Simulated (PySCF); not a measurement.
# Working with the constants of CsNa⁻

ROHF-CCSD(T) constants of CsNa⁻, ²Σ⁺ (doublet), unpaired electrons σ ↑ (Cs def2-SVPD with ECP46, Na def2-SVPD; scalar-relativistic core potentials (PySCF 2.14); masses 132.9054 and 22.9898 u):

| Quantity | Value |
| --- | --- |
| ωe | 60.8 cm⁻¹ |
| ωexe | 0.264 cm⁻¹ |
| Be | 0.043897 cm⁻¹ |
| αe | 0.000303 cm⁻¹ |
| D (centrifugal) | 9.14e-08 cm⁻¹ |
| De to Cs + Na⁻ | 0.60 eV |

(1) Give the vibrational terms G(v) and spacings up to v = 6.

(2) How well does the Morse estimate ωe²/(4ωexe) reproduce De, and what is D0?

Correlated steps freeze 1 core orbital. Correlated levels converge slowly with the basis: in double zeta they bind strong bonds too weakly, by up to about 1 eV, and carry superposition errors of some tenths. Spin–orbit coupling is left out. For an ion De counts to the pair picked by the measured ionisation energies or electron affinities, which need not be the lowest pair at this level. The state was picked by a PBE0 search and need not be the measured ground state.

Results:

(1) G(v) = ωe(v+½) − ωexe(v+½)².

```csv
v,G(v) (cm⁻¹),G(v) − G(v−1),Bv (cm⁻¹)
0,30.3,,0.04375
1,90.6,60.3,0.04344
2,150.3,59.7,0.04314
3,209.6,59.2,0.04284
4,268.3,58.7,0.04253
5,326.4,58.2,0.04223
6,384.0,57.6,0.04193
```

(2) It gives 0.43 eV, 72 % of the computed De. D0 = De − G(0) = 0.60 − 0.00 = 0.60 eV.
